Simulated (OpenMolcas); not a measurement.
# What dynamic correlation does to the levels of I6+

```yaml
Program: OpenMolcas
Basis: ANO-RCC-VTZP [7s6p4d2f1g]
Scalar_Hamiltonian: DKH2, point nucleus
Active_space: 1 electron in 4 orbitals (5s 5p)
State_averaging: 2S+1 = 2 even, 1 root; 2S+1 = 2 odd, 3 roots
Spin-orbit_coupling: RASSI with atomic mean-field integrals over the reference wave functions, term energies averaged over their components
```

Methods on the same reference wave functions:
A. CASSCF
B. SS-CASPT2, IPEA 0.25 Eh, imaginary shift 0.1 Eh (closed shells correlated: 4d)
C. XMS-CASPT2, IPEA 0.25 Eh, imaginary shift 0.1 Eh (closed shells correlated: 4d)

Energies in cm-1 above 5s 2S 1/2, the measured ground level; measured values from Moore, Atomic Energy Levels, vol. III, NSRDS-NBS 35 (1971 reprint of NBS Circular 467, 1958).

```
     Level       A       B       C  Measured
 5s 2S 1/2     0.0     0.0     0.0       0.0
5p 2P* 1/2  104827  107206  106832    104960
5p 2P* 3/2  118827  121206  120832    119960
```

Deviations, from unrounded energies. A percentage is the sum of absolute deviations over the sum of measured energies, with the sign that they share, or ± where signs differ.

```csv
Against measurement,Levels,A,B,C
mean absolute deviation (cm-1),2,630,1700,1400
other configurations (%),2,-0.6,+1.6,+1.2
```

A lies closest to measurement on these levels and B furthest from it. The largest miss of A in the table is 5p 2P* 3/2, by -1100 cm-1. The ranking rests on the paired levels alone, and a cruder setting can come out closer through cancelling errors.

Between B and C the level of the table that moves most is 5p 2P* 1/2, by 370 cm-1 (lowest in C, highest in B).

The lowest spin-free term lies below A's lowest term by 0.372 hartree in B, 0.372 hartree in C.

With one active electron the reference holds no correlation, so core polarisation is missing (holds for A). With one active electron, CASPT2 adds the correlation within the correlated inactive shells and between them and that electron, and leaves the splitting within a term as the reference gives it (holds for B; C). Computed and measured levels are paired by configuration, term and J; levels that our copy of the source lacks, or whose pairing is in doubt (as where it misses far off the trend of its configuration), stay unpaired and out of the deviations. Only configurations of the active space appear.

* marks odd parity.
